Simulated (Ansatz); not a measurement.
Cost and result for the atomization energy of `BN([SiH3])[SiH2][SiH3]` (15 atoms, 14 bonds).

```xyz
15

B     0.2960    1.6297   -0.2380
N    -0.2304    0.5701    0.5223
Si   -0.7601    0.8561    2.1723
Si   -0.3367   -1.0653   -0.1232
Si    0.8836   -1.3120   -2.1030
H     0.3490    2.7338    0.2282
H     0.6926    1.4303   -1.3543
H    -1.8758   -0.0811    2.4669
H     0.3450    0.5849    3.1274
H    -1.2153    2.2588    2.3122
H    -1.7676   -1.4190   -0.3392
H     0.1810   -1.9994    0.9176
H     0.8638   -2.7588   -2.4573
H     0.2805   -0.5427   -3.2216
H     2.2943   -0.8855   -1.9103
```

Charge 0, multiplicity 1. All single points use the PBE0-D4/def2-TZVP geometry. It is one conformer, not always the lowest. Program: Ansatz. All runs use 4 threads of an Arm Neoverse V1 on a shared host. Times are those of one run each, without the atoms' runs, and a repeat can differ threefold. Electronic energies, without spin–orbit coupling; frozen cores. CCSD(T)/CBS adds CCSD(T) − MP2 in def2-TZVPP to the MP2 limit, and its time is that of the two runs behind it. T1 = 0.013. B3LYP takes the VWN-RPA correlation (the form of Gaussian; ORCA's B3LYP/G). HSE06 is the plane-wave form, built on full-range PBE exchange.

CCSD(T)/CBS is a level of theory with its own doubt, some kJ/mol a heavy atom from the limit and from the frozen cores, so smaller differences don't rank the functionals.

| level | functions | wall time |
| --- | --- | --- |
| revPBE-D4/def2-TZVPP | 328 | 3.4 s |
| PBE-D4/def2-TZVPP (with forces) | 328 | 4.2 s |
| HSE06-D4/def2-TZVPP | 328 | 6.5 s |
| r2SCAN-D4/def2-TZVPP (with forces) | 328 | 8.5 s |
| CCSD(T)/def2-SVP | 132 | 9 s |
| B3LYP-D4/def2-TZVPP (with forces) | 328 | 9.5 s |
| B2PLYP/def2-TZVPP | 328 | 10 s |
| ωB97X-V/def2-TZVPP | 328 | 14 s |
| B97M-V/def2-TZVPP | 328 | 17 s |
| ωB97M-V/def2-TZVPP (with forces) | 328 | 21 s |
| MP2/def2-QZVPP | 624 | 53 s |
| CCSD(T)/def2-TZVPP | 328 | 19 min |
| CCSD(T)/CBS(def2) | – | 20 min |

Task: What atomization energy does each give, and how far from CCSD(T)/CBS? (Estimate.)

Result: Computed: 
| level | atomization (kJ/mol) | difference from CCSD(T)/CBS | per bond |
| --- | --- | --- | --- |
| revPBE-D4/def2-TZVPP | 4719.5 | -100.3 | -7.2 |
| PBE-D4/def2-TZVPP (with forces) | 4789.2 | -30.6 | -2.2 |
| HSE06-D4/def2-TZVPP | 4774.1 | -45.7 | -3.3 |
| r2SCAN-D4/def2-TZVPP (with forces) | 4813.0 | -6.8 | -0.5 |
| CCSD(T)/def2-SVP | 4510.4 | -309.4 | -22.1 |
| B3LYP-D4/def2-TZVPP (with forces) | 4838.0 | 18.2 | 1.3 |
| B2PLYP/def2-TZVPP | 4761.7 | -58.1 | -4.2 |
| ωB97X-V/def2-TZVPP | 4864.1 | 44.3 | 3.2 |
| B97M-V/def2-TZVPP | 4841.4 | 21.6 | 1.5 |
| ωB97M-V/def2-TZVPP (with forces) | 4835.7 | 15.9 | 1.1 |
| MP2/def2-QZVPP | 4760.3 | -59.5 | -4.2 |
| CCSD(T)/def2-TZVPP | 4697.8 | -122.0 | -8.7 |
| CCSD(T)/CBS(def2) | 4819.8 | 0.0 | 0.0 |

From PBE to PBE0 (25 % exact exchange), in def2-TZVPP and without D4, the atomization energy moves by −11.1 kJ/mol: exact exchange takes away binding that semilocal exchange gives to molecules. Leaving LDA and LC-ωPBE aside and taking each functional with its dispersion term where it has one, the values spread over 144.5 kJ/mol, from revPBE-D4 to ωB97X-V. LDA lies +571.6 kJ/mol from PBE without D4, its usual overbinding. The D4 term adds +63.0 kJ/mol with B3LYP and +33.5 kJ/mol with PBE0; it sums over pairs of atoms, weighted by their polarisabilities, and B3LYP, whose exchange is more repulsive, gets the larger term.
